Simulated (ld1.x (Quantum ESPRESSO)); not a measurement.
What one change does to a pseudopotential (Au, TM)

ld1.x (Quantum ESPRESSO) 7.5 input, shortened:

```
&input
   title='Au', zed=79., rel=1, dft='PBE', iswitch=3,
   config='[Xe] 4f14 5d10 6s1 6p0'
 /
 &inputp
   pseudotype=2, tm=.true., lloc=-1, rcloc=2.00,
   nlcc=.false.
 /
3
6S  1  0   1.00   0.00  2.10  2.10  0.0
5P  2  1   6.00   0.00  1.75  1.75  0.0
5D  3  2  10.00   0.00  1.95  1.95  0.0
 &test
   configts(1)='5p6 5d10 6s1 6p0'
 /
```

All-electron outer shells of the reference configuration (PBE, scalar-relativistic, ld1.x):

| shell | level (eV) | outermost node (bohr) | outermost maximum (bohr) |
| --- | --- | --- | --- |
| 5s | -108.37 | 0.48 | 0.84 |
| 4f | -81.12 | – | 0.37 |
| 5p | -59.78 | 0.52 | 0.96 |
| 5d | -6.88 | 0.56 | 1.21 |
| 6s | -5.76 | 1.11 | 2.32 |
| 6p | -0.77 | 1.32 | 3.64 |

Change: wave 6s (bound): rc 2.10 bohr becomes 6s (bound): rc 1.48 bohr.

Cutoffs: the cutoffs (Ry, on a coarse ladder) from which the occupation-weighted sum of valence levels, in a spherical-Bessel basis at the reference potential, stays within 10 and 1 mRy of its value at 400 Ry; they do not see the model core or the augmentation charge, which bear on the density cutoff. Errors are all-electron minus pseudo energies relative to the spin-unpolarised reference configuration.

**Question.** Predict the effect on cutoff, ghosts and configuration errors.

**Answer.** The potential gets harder (50 Ry and 70 Ry → 100 Ry and 120 Ry); both files keep a bound ghost (s); the number of tests that count goes from 6 to 7; of the 6 tests that both files solve, the error grows in 4 and shrinks in 2 by more than 15 % and 0.3 meV (median size 22.8 → 29.9 meV). A smaller radius makes the pseudo-wave follow the all-electron one further in, where it bends more sharply, so more plane waves are needed.

```csv
quantity,base,changed
"cutoff, loose",50 Ry,100 Ry
"cutoff, tight",70 Ry,120 Ry
loose cutoff by channel (10 mRy a level),"s 15 Ry, p 30 Ry, d 35 Ry","s 100 Ry, p 30 Ry, d 35 Ry"
bound ghosts,s,s
"tests counted (converged, no solver errors)",6 of 7,7 of 7
"error for 5p6 5d10 6s0 6p0, meV [ΔE 9.41 eV]",-13,+32
"error for 5p6 5d9 6s0 6p0, meV [ΔE 30.62 eV]",-5.5,+28
"error for 5p6 5d8 6s0 6p0, meV [ΔE 64.49 eV]",-9.4,+1.4
"error for 5p6 5d9 6s1 6p1, meV [ΔE 7.50 eV]",-46,-66
"error for 5p6 5d7 6s0 6p0, meV [ΔE 112.21 eV]",-33,-56
"error for 5p6 5d10 6s0 6p1, meV [ΔE 5.25 eV]",-36,+6.9
```

Base: Tests not counted: 5p5 5d10 6s1 6p0 (solver errors, printed error -8.1 meV). These tests converged, but a pseudo level misses the all-electron one widely, so the file describes the atom poorly there or has found another state: 5p6 5d7 6s0 6p0: empty 6s by 10.1 eV. Changed file: These tests converged, but a pseudo level misses the all-electron one widely, so the file describes the atom poorly there or has found another state: 5p6 5d7 6s0 6p0: empty 6s by 5.3 eV. A true bound ghost makes a file unfit for plane-wave use even where its test errors are small: the radial tests pick states by their node count and pass the ghost by.
